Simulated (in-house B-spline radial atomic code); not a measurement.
Results of a calculation; reference values are marked as such.
## Weak and strong correlation along the adiabatic connection

Two-electron singlets in several external potentials (atomic units), by full CI in B-splines with partial waves to l = 8 (correlation energies up to 0.6 % small). The repulsion is scaled by λ at fixed density; W(λ) is the mean repulsion less the Hartree energy, W(0) = E_x, and the area under W from 0 to 1 is E_xc.

One system gave this curve:

```
   λ  W (hartree)
   0     -0.37343
0.02     -0.37541
0.05     -0.37828
0.12     -0.38459
0.25     -0.39496
 0.4     -0.40511
 0.6     -0.41626
 0.8     -0.42533
   1     -0.43283
 1.4      -0.4445
   2      -0.4567
   3      -0.4696
 4.5     -0.48103
   7      -0.4917
  10     -0.49902
```

**Question.** Which system is it?
A. −V exp(−r²/w²), V = 1.9, w = 6.19
B. −Z/r, Z = 6.46, wall at 0.403 bohr
C. −Z/r, Z = 2.05, wall at 2.35 bohr
D. −V exp(−r²/w²), V = 27.6, w = 1.02

**Answer.** A. The exchange energy sets the size: −V exp(−r²/w²), V = 1.9, w = 6.19: E_x = -0.373, E_c = -0.035; −Z/r, Z = 6.46, wall at 0.403 bohr: E_x = -5.48, E_c = -0.046; −V exp(−r²/w²), V = 27.6, w = 1.02: E_x = -1.91, E_c = -0.0451; −Z/r, Z = 2.05, wall at 2.35 bohr: E_x = -1.18, E_c = -0.0412 hartree.
